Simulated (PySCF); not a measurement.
## Spectroscopy problems

Theory: σ from GIAO-PBE0/pcSseg-1, geometry from GFN2-xTB, in PySCF 2.14.0 with density-fitted response routines (relativity neglected, averaged over atoms made equivalent by symmetry, fast rotation or ring inversion, isolated molecule, single conformer).

References, each an isolated molecule treated in the same way: 1H (31.72 ppm), 13C (186.93 ppm) vs TMS. Splittings of carbon signals by F and P are missing where no couplings were computed. Where no couplings were computed, multiplicities follow the n + 1 count of equivalent neighbours, and m marks all less simple cases (inequivalent or close neighbours, rings, F or P nearby). Shifts are as computed. Against solution values, carbons near 30 ppm lie about +3 ppm off and those near 130 ppm about +5 ppm. Of 1309 compounds with measured shifts, 239 miss one by over three times the rms of a fit or turn the order of signals round; such compounds aren't used in these exercises. OH and NH positions are gas-phase values without hydrogen bonding to other molecules.

**Question.** C$_{5}$H$_{10}$N$_{3}$PSi. 1H NMR (400 MHz, computed): δ 8.55 (m, 1H), 8.36 (m, 1H), 6.78 (m, 2H), 6.58 (m, 2H), 1.37 (m, 2H), 0.91 (br s, 2H). 13C{1H} NMR (computed): δ 174.7 (CH2), 125.6 (CH), 116.9 (CH). What is it?

**Answer.** SMILES C=N[Si@@](N)(P)n1cccc1. 3 carbon signals for 5 carbons: some carbons are equivalent by symmetry or fast rotation. Carbon types of the structure: 4 × CH, 1 × CH2, leaving 4 H on heteroatoms. δC 174.7: C=N carbon. δC 125.6: aromatic CH next to a ring nitrogen. δC 116.9: aromatic CH. δH 8.55, 8.36: hydrogen on a C=N carbon.

This is the structure that produced the data.

**Question.** C$_{6}$H$_{9}$NO$_{2}$Si. 1H NMR (400 MHz, computed): δ 7.57 (m, 2H), 6.51 (m, 2H), 5.01 (s, 3H), 4.64 (s, 2H). 13C{1H} NMR (computed): δ 171.1 (C), 124.7 (CH), 119.1 (CH), 71.2 (CH2). What is it?

**Answer.** `c1n(C(=O)CO[SiH3])ccc1`. Rings plus π bonds: 4 (1 ring in the answer). 4 carbon signals for 6 carbons: some carbons are equivalent by symmetry or fast rotation. Carbon types of the structure: 1 × C, 4 × CH, 1 × CH2, leaving 3 H on heteroatoms. δC 171.1: amide carbonyl carbon; it is a carbonyl in resonance with an O or N lone pair, the region of acids, esters and amides. δC 124.7: aromatic CH next to a ring nitrogen. δC 119.1: aromatic CH. δC 71.2: sp3 CH2 bonded to O, α to a carbonyl; the inductive effect lowers its shielding.

The shifts were computed for this structure.
